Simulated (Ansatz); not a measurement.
System: Ag₂, charge 0, multiplicity 1. 
Coordinates optimised at B3LYP-D3(BJ)/def2-TZVP (Ansatz, an electronic-structure program):
SMILES: [Ag][Ag]
```xyz
2

Ag     0.0000     0.0000    -1.2983
Ag     0.0000     0.0000     1.2983
```
Charge 0, spin multiplicity 1.

Computed values are from Ansatz. Correlated levels leave the core frozen unless marked. UHF or UKS for open shells. No spin-orbit coupling. The frozen core is the preceding noble-gas configuration, with the filled d and f shells of earlier blocks. Past Kr the def2 sets carry scalar-relativistic core potentials. Basis-set limits of correlation are two-point, X^-3; Hartree-Fock from the larger set.

Q: What is the total energy at CCSD(T)/CBS(def2-TZVPPD,def2-QZVPPD)?

A: -293.1545 Eh.

Q: What is the T1 diagnostic at CCSD/def2-QZVPP?

A: 0.018.

Q: What is the atomisation energy De at CCSD(T)/CBS(def2-TZVPPD,def2-QZVPPD)?

A: 156.4 kJ/mol.

Q: What is the dipole moment at CCSD(T)/def2-SVPD?

A: 0.00 D.

Q: What is the vertical ionisation energy (to the doublet) at CCSD(T)/CBS(def2-TZVPPD,def2-QZVPPD)?

A: 7.63 eV.
